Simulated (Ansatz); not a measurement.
## Molecular dynamics, step by step

LiSi$_{2}$H$_{3}$O, singlet, SPW92/6-31G (Ansatz 0.2.0). Settings (timestep in fs, temperature in K; T counts 15 degrees of freedom):

```yaml
hamiltonian: {xc: lda}
md: {n_steps: 60, timestep: 1.0, temperature: 300, ensemble: nve, seed: 14, initial_velocities: maxwell_boltzmann}
```

Start:

```xyz
7
angstrom
Li -2.1132 -0.6480 -0.4955
O -0.7417 -0.4177 -1.6600
Si 0.5316 0.0370 -0.9081
Si -0.2788 0.0819 1.2559
H 1.6274 0.2181 -1.8908
H 0.7794 -0.6993 1.9787
H 0.1953 1.4279 1.7199
```

```csv
step,time (fs),potential energy less the start (meV),kinetic energy (meV),T (K)
0,0.00,0.0,193.9,300
4,4.00,-169.0,361.0,559
8,8.00,-219.3,412.1,638
12,12.00,-46.0,240.8,373
16,16.00,-39.5,231.6,358
20,20.00,11.9,183.9,285
24,24.00,-219.7,411.8,637
28,28.00,-208.7,403.1,624
32,32.00,-246.6,437.6,677
36,36.00,27.9,169.1,262
40,40.00,-186.8,377.7,584
44,44.00,-174.8,368.9,571
48,48.00,-189.3,381.8,591
52,52.00,-1.6,196.5,304
56,56.00,-58.9,250.8,388
60,60.00,-65.4,260.2,403
```

Step 20, positions (Å) and forces (eV/Å):

| atom | x | y | z | Fx | Fy | Fz |
| --- | --- | --- | --- | --- | --- | --- |
| Li1 | -2.052 | -0.593 | -0.410 | 0.080 | -0.077 | -0.079 |
| O2 | -0.881 | -0.470 | -1.767 | 2.822 | 1.011 | 0.888 |
| Si3 | 0.614 | 0.061 | -0.905 | -4.314 | -1.324 | -0.091 |
| Si4 | -0.302 | 0.067 | 1.290 | -0.198 | -0.618 | -0.109 |
| H5 | 1.804 | 0.298 | -1.697 | 1.158 | 0.161 | -1.168 |
| H6 | 0.851 | -0.611 | 2.016 | 0.237 | -0.171 | 0.235 |
| H7 | 0.080 | 1.479 | 1.551 | 0.214 | 1.017 | 0.324 |

Step 40, positions (Å) and forces (eV/Å):

| atom | x | y | z | Fx | Fy | Fz |
| --- | --- | --- | --- | --- | --- | --- |
| Li1 | -1.947 | -0.576 | -0.410 | -0.103 | -0.179 | -0.362 |
| O2 | -0.741 | -0.416 | -1.824 | -3.257 | -0.940 | -1.235 |
| Si3 | 0.511 | 0.014 | -0.960 | 2.766 | 1.027 | 1.865 |
| Si4 | -0.292 | 0.077 | 1.376 | 0.313 | -0.135 | -0.089 |
| H5 | 1.650 | 0.173 | -1.978 | 0.402 | 0.069 | 0.169 |
| H6 | 0.875 | -0.556 | 2.210 | -0.269 | 0.227 | -0.302 |
| H7 | -0.132 | 1.585 | 1.689 | 0.148 | -0.069 | -0.046 |

Step 48, positions (Å) and forces (eV/Å):

```json
{"atom": "Li1", "x": "-1.913", "y": "-0.594", "z": "-0.467", "Fx": "-0.307", "Fy": "-0.187", "Fz": "0.004"}
{"atom": "O2", "x": "-0.832", "y": "-0.435", "z": "-1.899", "Fx": "1.407", "Fy": "0.584", "Fz": "1.318"}
{"atom": "Si3", "x": "0.540", "y": "0.022", "z": "-0.934", "Fx": "-0.674", "Fy": "-0.248", "Fz": "-1.305"}
{"atom": "Si4", "x": "-0.278", "y": "0.086", "z": "1.410", "Fx": "-0.587", "Fy": "0.200", "Fz": "-0.939"}
{"atom": "H5", "x": "1.792", "y": "0.150", "z": "-1.948", "Fx": "-0.562", "Fy": "-0.109", "Fz": "0.634"}
{"atom": "H6", "x": "0.840", "y": "-0.616", "z": "2.154", "Fx": "0.372", "Fy": "0.210", "Fz": "0.203"}
{"atom": "H7", "x": "-0.228", "y": "1.641", "z": "1.628", "Fx": "0.350", "Fy": "-0.450", "Fz": "0.085"}
```

Last step (60):

| atom | x (Å) | y (Å) | z (Å) |
| --- | --- | --- | --- |
| Li1 | -1.9160 | -0.6511 | -0.5410 |
| O2 | -0.8666 | -0.4236 | -1.9269 |
| Si3 | 0.5355 | 0.0231 | -0.9244 |
| Si4 | -0.2742 | 0.0889 | 1.4247 |
| H5 | 1.9773 | 0.0142 | -1.7101 |
| H6 | 1.0393 | -0.4463 | 2.1645 |
| H7 | -0.0248 | 1.6856 | 1.6539 |

The run took about 2.8 min on 2 CPU threads of an Intel Xeon (shared host).
